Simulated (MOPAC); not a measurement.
MOPAC input (AM1):

```
AM1 FORCE THERMO(298,298) PRECISE LET CHARGE=1 GEO-OK AUX(PRECISION=9) THREADS=1
C3H7O2

C    -1.89723061 1    0.20887985 1    0.11227823 1
C    -0.46352172 1   -0.08736090 1   -0.07112308 1
O     0.05865152 1   -1.08370542 1   -0.77060016 1
O     0.44383166 1    0.67339312 1    0.48806470 1
C     1.86494248 1    0.39123614 1    0.31445774 1
H    -2.37535312 1    0.39537892 1   -0.88756855 1
H    -2.03717803 1    1.11808476 1    0.75704308 1
H    -2.40399634 1   -0.66604422 1    0.60296477 1
H     2.11722420 1    0.45519031 1   -0.77091693 1
H     2.33026706 1    1.21879487 1    0.91271760 1
H     2.08825364 1   -0.61785484 1    0.73593297 1
H    -0.62544735 1   -1.65171410 1   -1.18824836 1
```

From the output:

```
     H   12   0.008933   0.022006   0.009427   0.007193   0.009427   6.129370

          HEAT OF FORMATION =      76.640426 KCALS/MOLE

          ZERO POINT ENERGY      62.941 KCAL/MOL

           NORMAL COORDINATE ANALYSIS (Total motion = 1 Angstrom)

   Root No.       1         2         3         4         5         6         7         8

                 1 A"      2 A"      3 A"      1 A'      2 A'      4 A"      5 A"      3 A'

                  44.6     127.0     194.5     286.2     406.5     526.8     593.2     616.8

           1   -0.0000   -0.0000   -0.0000   -0.0131   -0.0057   -0.0000   -0.0000    0.0797
           2   -0.0000    0.0000    0.0000    0.0497   -0.0570    0.0000   -0.0000   -0.0057
           3   -0.0054   -0.0132   -0.0542    0.0000   -0.0000   -0.0024   -0.0031   -0.0000
           4    0.0000    0.0000    0.0000   -0.0162   -0.0063    0.0000   -0.0000    0.0526
           5   -0.0000   -0.0000   -0.0000   -0.0405    0.0384   -0.0000    0.0000   -0.0068
           6    0.0055    0.0032    0.0287   -0.0000    0.0000    0.1172   -0.0784   -0.0000
           7    0.0000    0.0000    0.0000    0.0158    0.0765   -0.0000   -0.0000   -0.0148
           8   -0.0000   -0.0000   -0.0000   -0.0614   -0.0228    0.0000    0.0000    0.0468
           9    0.0235    0.0263    0.0120   -0.0000   -0.0000   -0.0601   -0.0224    0.0000
          10   -0.0000   -0.0000    0.0000   -0.0025   -0.0369   -0.0000    0.0000   -0.0392
          11    0.0000    0.0000   -0.0000   -0.0354    0.0171    0.0000   -0.0000   -0.0617
          12   -0.0093   -0.0013    0.0940    0.0000    0.0000   -0.0338    0.0397   -0.0000
          13   -0.0000   -0.0000   -0.0000    0.0086   -0.0428   -0.0000    0.0000   -0.0588
          14    0.0000    0.0000    0.0000    0.0765    0.0378   -0.0000    0.0000    0.0201
          15   -0.0132   -0.0170   -0.0675    0.0000    0.0000    0.0045    0.0025    0.0000
          16   -0.0174   -0.0120   -0.0618    0.0253   -0.0609   -0.1679    0.0887    0.0796
          17    0.2491   -0.0072   -0.0204    0.0803   -0.1003   -0.0095    0.0042   -0.0062
          18   -0.1598   -0.0142   -0.0684   -0.0007    0.0004   -0.0731    0.0329    0.0012
          19    0.0000   -0.0000   -0.0000   -0.0915    0.1034   -0.0000    0.0000    0.0764
          20   -0.0000    0.0000    0.0000    0.0807   -0.1024    0.0000   -0.0000   -0.0058
          21    0.2608   -0.0269   -0.1017    0.0000   -0.0000   -0.0857    0.0411   -0.0000
          22    0.0174    0.0120    0.0618    0.0253   -0.0609    0.1679   -0.0887    0.0796
          23   -0.2491    0.0072    0.0204    0.0803   -0.1003    0.0095   -0.0042   -0.0062
          24   -0.1598   -0.0142   -0.0684    0.0007   -0.0004   -0.0731    0.0329   -0.0012
          25    0.0022    0.0343    0.0997   -0.0366   -0.0509   -0.0241    0.0153   -0.1023
          26   -0.0112    0.2352   -0.0520    0.1108    0.0478    0.0039   -0.0087    0.0624
          27   -0.0079   -0.1595   -0.0789   -0.0003   -0.0010    0.0118    0.0014   -0.0018
          28   -0.0000    0.0000   -0.0000    0.1019   -0.0139   -0.0000   -0.0000    0.0707
          29    0.0000   -0.0000    0.0000    0.0967    0.0446   -0.0000    0.0000    0.0486
          30   -0.0271    0.2561   -0.1532    0.0000    0.0000    0.0161   -0.0158    0.0000
          31   -0.0022   -0.0343   -0.0997   -0.0366   -0.0509    0.0241   -0.0153   -0.1023
          32    0.0112   -0.2352    0.0520    0.1108    0.0478   -0.0039    0.0087    0.0624
          33   -0.0079   -0.1595   -0.0789    0.0003    0.0010    0.0118    0.0014    0.0018
          34    0.0000    0.0000   -0.0000    0.0475    0.1581    0.0000    0.0000   -0.1206
          35   -0.0000   -0.0000    0.0000   -0.0442    0.0233   -0.0000   -0.0000   -0.0092
          36    0.0344    0.0436   -0.0251   -0.0000   -0.0000    0.2593    0.5723    0.0000

   Root No.       9        10        11        12        13        14        15        16

                 4 A'      5 A'      6 A"      7 A"      6 A'      7 A'      8 A'      9 A'

                 984.0    1044.3    1054.0    1149.3    1158.9    1222.4    1312.7    1327.7

           1   -0.0481    0.0538   -0.0000   -0.0000   -0.0759    0.0097    0.0144   -0.0003
           2    0.0356    0.0569    0.0000    0.0000    0.0210    0.0042   -0.0298    0.0162
           3    0.0000   -0.0000   -0.0708   -0.0088   -0.0000   -0.0000   -0.0000    0.0000
           4    0.0120   -0.0152    0.0000    0.0000    0.0476   -0.0145   -0.0075   -0.0056
           5    0.0120   -0.0051   -0.0000   -0.0000   -0.0246    0.0116    0.0047    0.0069
           6   -0.0000    0.0000    0.0750    0.0098   -0.0000    0.0000    0.0000    0.0000
           7    0.0140   -0.0336   -0.0000    0.0000    0.0323   -0.0225   -0.0129   -0.0193
           8    0.0295   -0.0439    0.0000   -0.0000    0.0285   -0.0162    0.0097    0.0112
           9    0.0000   -0.0000   -0.0096    0.0010    0.0000    0.0000    0.0000    0.0000
          10   -0.0252    0.0115    0.0000    0.0000    0.1037    0.0423    0.0031    0.0058
          11   -0.0435    0.0118    0.0000   -0.0000   -0.0319    0.0284   -0.0227   -0.0291
          12   -0.0000    0.0000   -0.0117    0.0292   -0.0000   -0.0000   -0.0000   -0.0000
          13    0.0592   -0.0147    0.0000   -0.0000   -0.1174   -0.0366   -0.0028   -0.0073
          14   -0.0241    0.0149    0.0000    0.0000    0.0199   -0.0562    0.0118    0.0210
          15   -0.0000    0.0000    0.0058   -0.0646    0.0000   -0.0000    0.0000    0.0000
          16   -0.1621   -0.1082    0.3112    0.0340   -0.1439    0.0099   -0.0885    0.0355
          17   -0.0510   -0.0641    0.0068    0.0001   -0.0161    0.0071    0.1908   -0.1119
          18   -0.0045   -0.0006    0.0737    0.0073   -0.0127    0.0001   -0.1582    0.0844
          19    0.1341    0.3240    0.0000    0.0000   -0.0192    0.0277    0.0457   -0.0500
          20   -0.0418   -0.0630   -0.0000    0.0000   -0.0005   -0.0030   -0.0289    0.0271
          21   -0.0000   -0.0000    0.0893    0.0085   -0.0000   -0.0000   -0.0000    0.0000
          22   -0.1621   -0.1082   -0.3112   -0.0340   -0.1439    0.0099   -0.0885    0.0355
          23   -0.0510   -0.0641   -0.0068   -0.0001   -0.0161    0.0071    0.1908   -0.1119
          24    0.0045    0.0006    0.0737    0.0073    0.0127   -0.0001    0.1582   -0.0844
          25   -0.0290    0.0379    0.0384   -0.3445    0.0321   -0.1412    0.0381    0.0457
          26    0.0327   -0.0263   -0.0035    0.0254   -0.0305    0.0916   -0.0501   -0.1059
          27    0.0018    0.0005   -0.0106    0.0814   -0.0186   -0.0240    0.0148    0.0436
          28    0.1790   -0.1048    0.0000    0.0000   -0.0716    0.2887    0.0078    0.0441
          29    0.0135   -0.0112    0.0000   -0.0000    0.0043    0.0249    0.0081    0.0215
          30   -0.0000    0.0000   -0.0074    0.0953    0.0000   -0.0000    0.0000   -0.0000
          31   -0.0290    0.0379   -0.0384    0.3445    0.0321   -0.1412    0.0381    0.0457
          32    0.0327   -0.0263    0.0035   -0.0254   -0.0305    0.0916   -0.0501   -0.1059
          33   -0.0018   -0.0005   -0.0106    0.0814    0.0186    0.0240   -0.0148   -0.0436
          34   -0.0279   -0.0133   -0.0000    0.0000   -0.1083    0.1261    0.1545    0.2149
          35    0.0075   -0.0308   -0.0000    0.0000   -0.0502    0.0676    0.1033    0.1448
          36    0.0000   -0.0000    0.0108   -0.0033    0.0000   -0.0000   -0.0000   -0.0000

   Root No.      17        18        19        20        21        22        23        24

                 8 A"      9 A"     10 A'     11 A'     12 A'     13 A'     14 A'     10 A"

                1328.8    1339.1    1345.2    1375.4    1431.6    1713.5    1778.7    3001.8

           1    0.0000   -0.0000    0.0033   -0.0651    0.0112   -0.0721    0.0162   -0.0000
           2   -0.0000    0.0000    0.0032   -0.0018   -0.0038   -0.0127   -0.0135    0.0000
           3    0.0026   -0.0422    0.0000    0.0000   -0.0000    0.0000   -0.0000   -0.0565
           4   -0.0000    0.0000   -0.0020    0.0018   -0.0109    0.2771   -0.0808   -0.0000
           5   -0.0000    0.0000   -0.0006    0.0013    0.0196    0.1277    0.1901    0.0000
           6   -0.0010   -0.0018    0.0000   -0.0000    0.0000   -0.0000    0.0000   -0.0013
           7   -0.0000    0.0000   -0.0089   -0.0023    0.0053   -0.1072   -0.0029    0.0000
           8    0.0000   -0.0000    0.0093    0.0020   -0.0112   -0.1253   -0.0344   -0.0000
           9   -0.0001    0.0006    0.0000   -0.0000    0.0000    0.0000   -0.0000   -0.0002
          10    0.0000   -0.0000   -0.0008    0.0015   -0.0188   -0.0400    0.0606   -0.0000
          11    0.0000   -0.0000   -0.0193   -0.0087    0.0063    0.0228   -0.0944   -0.0000
          12   -0.0018   -0.0005   -0.0000    0.0000    0.0000    0.0000   -0.0000   -0.0001
          13   -0.0000   -0.0000   -0.0023   -0.0051   -0.0305    0.0046    0.0164   -0.0000
          14    0.0000   -0.0000   -0.0230    0.0022   -0.0018    0.0122    0.0001   -0.0000
          15   -0.0414   -0.0021   -0.0000    0.0000    0.0000    0.0000   -0.0000    0.0002
          16    0.0046   -0.1224   -0.0076    0.2186   -0.0004   -0.0500    0.0521   -0.1612
          17    0.0101   -0.2036   -0.0270    0.0952    0.0017    0.0137    0.0145    0.2262
          18   -0.0027    0.0491    0.0128    0.0495   -0.0049   -0.0344    0.0159    0.3599
          19   -0.0000    0.0000   -0.0256    0.2899   -0.0245   -0.1215   -0.0545   -0.0000
          20    0.0000   -0.0000    0.0118   -0.1243    0.0092    0.0375    0.0163    0.0000
          21   -0.0213    0.4216    0.0000   -0.0000    0.0000    0.0000    0.0000   -0.0264
          22   -0.0046    0.1224   -0.0076    0.2186   -0.0004   -0.0500    0.0521    0.1612
          23   -0.0101    0.2036   -0.0270    0.0952    0.0017    0.0137    0.0145   -0.2262
          24   -0.0027    0.0491   -0.0128   -0.0495    0.0049    0.0344   -0.0159    0.3599
          25    0.0995    0.0049    0.1136    0.0371    0.2237    0.0094   -0.0551   -0.0009
          26   -0.2180   -0.0110    0.2031   -0.0003   -0.0466    0.0088    0.0193   -0.0010
          27    0.0582    0.0029   -0.1624   -0.0151   -0.0743   -0.0030    0.0173   -0.0017
          28    0.0000   -0.0000   -0.1355    0.0054    0.2547   -0.0370   -0.1011   -0.0000
          29   -0.0000   -0.0000   -0.0408    0.0033    0.0612    0.0138   -0.0399   -0.0000
          30    0.4136    0.0208    0.0000    0.0000   -0.0000    0.0000    0.0000    0.0002
          31   -0.0995   -0.0049    0.1136    0.0371    0.2237    0.0094   -0.0551    0.0009
          32    0.2180    0.0110    0.2031   -0.0003   -0.0466    0.0088    0.0193    0.0010
          33    0.0582    0.0029    0.1624    0.0151    0.0743    0.0030   -0.0173   -0.0017
          34   -0.0000    0.0000    0.1145    0.0211   -0.1026    0.0788   -0.1804    0.0000
          35   -0.0000    0.0000    0.0790    0.0155   -0.0694    0.0145   -0.1063   -0.0000
          36    0.0022    0.0003   -0.0000   -0.0000    0.0000   -0.0000    0.0000    0.0015

   Root No.      25        26        27        28        29        30

                15 A'     16 A'     11 A"     17 A'     18 A'     19 A'

                3010.0    3060.9    3073.7    3104.1    3129.9    3286.0

           1    0.0005    0.0006   -0.0000   -0.0210    0.0014    0.0009
           2   -0.0497    0.0001    0.0000   -0.0026   -0.0000   -0.0008
           3   -0.0000    0.0000   -0.0003    0.0000    0.0000   -0.0000
           4    0.0010   -0.0010    0.0000   -0.0052    0.0005   -0.0024
           5   -0.0017    0.0005    0.0000    0.0001    0.0001   -0.0074
           6   -0.0000    0.0000    0.0001    0.0000   -0.0000   -0.0000
           7   -0.0001    0.0001    0.0000    0.0011   -0.0005    0.0289
```

The dipole moment of an ion depends on the origin.
